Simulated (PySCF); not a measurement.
Working with the constants of GeF⁻

UHF-CCSD(T) constants of GeF⁻, ³Σ⁻ (triplet), unpaired electrons π ↑↑ (Ge def2-TZVPPD, F def2-TZVPPD; no relativity (PySCF 2.14); masses 73.9212 and 18.9984 u):

| Item | Value |
| --- | --- |
| ωe | 496.0 cm⁻¹ |
| ωexe | 3.4 cm⁻¹ |
| Be | 0.32021 cm⁻¹ |
| αe | 0.00306 cm⁻¹ |
| D (centrifugal) | 5.34e-07 cm⁻¹ |
| De to Ge + F⁻ | 2.79 eV |

Problem. Give the vibrational terms G(v) and spacings up to v = 6.

Solution. G(v) = ωe(v+½) − ωexe(v+½)².

```json
{"v": "0", "G(v) (cm⁻¹)": "247.2", "G(v) − G(v−1)": "", "Bv (cm⁻¹)": "0.3187"}
{"v": "1", "G(v) (cm⁻¹)": "736.4", "G(v) − G(v−1)": "489.2", "Bv (cm⁻¹)": "0.3156"}
{"v": "2", "G(v) (cm⁻¹)": "1218.8", "G(v) − G(v−1)": "482.4", "Bv (cm⁻¹)": "0.3126"}
{"v": "3", "G(v) (cm⁻¹)": "1694.3", "G(v) − G(v−1)": "475.6", "Bv (cm⁻¹)": "0.3095"}
{"v": "4", "G(v) (cm⁻¹)": "2163.2", "G(v) − G(v−1)": "468.8", "Bv (cm⁻¹)": "0.3064"}
{"v": "5", "G(v) (cm⁻¹)": "2625.2", "G(v) − G(v−1)": "462.0", "Bv (cm⁻¹)": "0.3034"}
{"v": "6", "G(v) (cm⁻¹)": "3080.3", "G(v) − G(v−1)": "455.2", "Bv (cm⁻¹)": "0.3003"}
```

Problem. How well does the Morse estimate ωe²/(4ωexe) reproduce De, and what is D0?

Solution. It gives 2.24 eV, 80 % of the computed De. D0 = De − G(0) = 2.79 − 0.03 = 2.76 eV.

Correlated steps freeze 10 core orbitals. Spin–orbit coupling is left out. For an ion De counts to the pair picked by the measured ionisation energies or electron affinities, which need not be the lowest pair at this level. The state was picked by a PBE0 search and need not be the measured ground state.
